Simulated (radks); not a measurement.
Values are calculated unless marked as measured or tabulated.
Task: Mean orbital radii <r> (bohr) of the rhodium ion Rh3+, [Kr] 4d6, of relativity; Dirac values are averaged over j with weights 2j + 1. Spin-unpolarised spherical Kohn-Sham, PBEsol, point nucleus unless stated (finite: rms radius 4.4945 fm), a radial shooting solver on a logarithmic mesh with Libxc functionals. A level marked "c x" has the speed of light scaled by that factor and shares open shells by 2j + 1; other Dirac levels either fill j = l - 1/2 first or share by 2j + 1.

| shell | non-rel. |
|---|---|
| 1s | 0.03386 |
| 2s | 0.1473 |
| 2p | 0.1260 |
| 3s | 0.4033 |
| 3p | 0.3960 |
| 3d | 0.3700 |
| 4s | 1.001 |
| 4p | 1.076 |
| 4d | 1.356 |
| 5s (empty) | 2.515 |
| 5p (empty) | 2.883 |

Give the values at the level "Dirac, c x 0.85".

Result: 
shell       Dirac, c x 0.85  change of magnitude (%)
1s                  0.03215                    -5.06
2s                   0.1394                    -5.40
2p                   0.1226                    -2.66
3s                   0.3857                    -4.37
3p                   0.3882                    -1.99
3d                   0.3707                    +0.19
4s                   0.9615                    -3.92
4p                    1.060                    -1.49
4d                    1.372                    +1.20
5s (empty)            2.425                    -3.58
5p (empty)            2.846                    -1.30
